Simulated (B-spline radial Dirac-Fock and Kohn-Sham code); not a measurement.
**Anomalous scattering factors of Ba, 5.054 keV to 69.51 keV**

Calculated with a B-spline atomic structure program, using the dispersion relation over Dirac-Hartree-Slater subshell photoionisation cross sections, with the Kissel-Pratt high-energy constant (isolated atom, no bound-bound lines or fine structure). The forward scattering factor is f₀ + f′ + i f″.

Input file task.json (cfg lists n, l and occupation; rrms is the nuclear radius in fm):

```json
{"items": [{
  "Z": 56,
  "q": 0,
  "cfg": [[1, 0, 2], [2, 0, 2], [2, 1, 6], [3, 0, 2], [3, 1, 6], [3, 2, 10], [4, 0, 2], [4, 1, 6], [4, 2, 10], [5, 0, 2], [5, 1, 6], [6, 0, 2]],
  "A": 138,
  "rrms": 4.8378,
  "do": "dispersion",
  "hv": [513.3, 540.6, 706.8, 915.7, 1000.0, 1194.0, 1253.6, 1486.9, 1762.0, 2000.0, 2353.0, 2842.0, 2984.4, 3202.0, 4000.0, 4510.9, 4854.0, 5054.0, 5414.7, 6000.0, 6403.9, 6930.3, 8047.8, 9251.7, 12000.0, 12890.0, 13680.0, 13840.0, 15000.0, 16640.0, 17479.3, 20150.0, 20200.0, 22162.9, 24209.8, 25390.0, 27240.0, 30000.0, 32310.0, 33770.0, 40000.0, 41240.0, 56690.0, 69510.0],
  "edges": {"K": 37441.0, "L1": 5989.0, "L2": 5624.0, "L3": 5247.0, "M1": 1293.0, "M2": 1137.0, "M3": 1063.0, "M4": 795.7, "M5": 780.5, "N1": 253.5, "N2": 192.0, "N3": 178.6, "N4": 92.6, "N5": 89.9}
}]}
```

Run with: `python xray2_run.py task.json out`

Edges near this range: K 37441.0 eV, L1 5989.0 eV, L2 5624.0 eV, L3 5247.0 eV.

| hν (eV) | λ (Å) | f′ (e) | f″ (e) | tabulated f′ | tabulated f″ |
| --- | --- | --- | --- | --- | --- |
| 5054 | 2.453 | -10.366 | 3.797 | -10.51 | 3.59 |
| 5414.7 | 2.290 | -11.169 | 10.059 | -11.30 | 9.98 |
| 6000 | 2.066 | -8.551 | 13.461 | -7.81 | 13.12 |
| 6403.9 | 1.936 | ? | ? | ? | ? |
| 6930.3 | 1.789 | -2.732 | 10.810 | -2.73 | 10.65 |
| 8047.8 | 1.541 | -1.028 | 8.526 | -1.00 | 8.43 |
| 9251.7 | 1.340 | -0.321 | 6.801 | -0.31 | 6.72 |
| 12000 | 1.033 | 0.034 | 4.414 | 0.04 | 4.30 |
| 12890 | 0.9619 | 0.018 | 3.910 | 0.03 | 3.79 |
| 13680 | 0.9063 | -0.016 | 3.533 | -0.01 | 3.41 |
| 13840 | 0.8958 | -0.024 | 3.463 | -0.02 | 3.34 |
| 15000 | 0.8266 | -0.097 | 3.015 | -0.09 | 2.90 |
| 16640 | 0.7451 | -0.219 | 2.519 | -0.22 | 2.42 |
| 17479.3 | 0.7093 | -0.284 | 2.312 | -0.28 | 2.22 |
| 20150 | 0.6153 | -0.495 | 1.801 | -0.49 | 1.74 |
| 20200 | 0.6138 | -0.499 | 1.794 | -0.50 | 1.73 |
| 22162.9 | 0.5594 | -0.653 | 1.522 | -0.65 | 1.48 |
| 24209.8 | 0.5121 | -0.813 | 1.301 | -0.82 | 1.27 |
| 25390 | 0.4883 | -0.908 | 1.195 | -0.91 | 1.17 |
| 27240 | 0.4552 | -1.063 | 1.053 | -1.06 | 1.04 |
| 30000 | 0.4133 | -1.330 | 0.885 | -1.33 | 0.86 |
| 32310 | 0.3837 | -1.623 | 0.773 | -1.62 | 0.75 |
| 33770 | 0.3671 | -1.884 | 0.714 | -1.88 | 0.69 |
| 40000 | 0.3100 | -1.781 | 3.126 | -1.80 | 3.11 |
| 41240 | 0.3006 | -1.393 | 2.975 | -1.41 | 2.96 |
| 56690 | 0.2187 | -0.151 | 1.754 | -0.16 | 1.74 |
| 69510 | 0.1784 | -0.016 | 1.233 | -0.02 | 1.22 |

Q: What are f′ and f″ at 6403.9 eV?

A: f′ = -4.542 and f″ = 12.221 electrons (tables: -4.55 and 11.98). By the optical theorem f″ corresponds to a photoabsorption cross section 2 rₑ λ f″ = 133000 b.

Tabulated f′: xraylib 4.2 anomalous scattering factors (Cullen et al., EPDL97); f″: Chantler's tables (J. Phys. Chem. Ref. Data 1995 and 2000). Both are theoretical tables.
